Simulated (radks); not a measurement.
Spherical quantum dot in the effective-mass picture: electrons in a parabolic well V = omega^2 r^2 / 2 with omega = 0.291, all in effective atomic units (hartree* = m*/eps^2 hartree, bohr* = eps/m* bohr), one dielectric constant everywhere. Method: non-relativistic Kohn-Sham, PBE, spin-polarised, spherical densities; computed with a radial shooting solver with Libxc functionals. Levels are named by radial order and angular momentum (1s, 1p, 1d, 2s, ...), and open shells are averaged over m. Results are scaled to m* = 0.06 and eps = 7.2, for which hartree* = 31.49 meV and bohr* = 6.35 nm.

N = 3, configuration 1s2 1p(up 1, down 0). This is the lowest configuration that the search found. Occupied and some empty levels:

level    occupation  eigenvalue (meV)  <r> (nm)
1s up             1            37.942     16.06
1s down           1            38.821     15.63
1p up             1            44.305     19.92
1p down           0            45.511     19.89
1d up             0            51.615     23.01
1d down           0            52.827     23.19
2s up             0            53.436     20.97
2s down           0            53.932     21.13
1f up             0            59.470     25.78
1f down           0            60.558     26.01

Energy (meV): total 79.9635, kinetic 19.208, external 33.538, Hartree 46.870, exchange-correlation -19.653.

Electron density:

r (nm)  n(r) (e/nm^3)
2.58        0.0001092
5.36        0.0001049
8.13       0.00009712
10.9       0.00008539
13.7       0.00007009
16.4       0.00005280
19.2       0.00003590
22.0       0.00002163
24.8       0.00001150
27.5        5.418e-06
30.3        2.284e-06
33.1        8.555e-07
35.8        2.848e-07
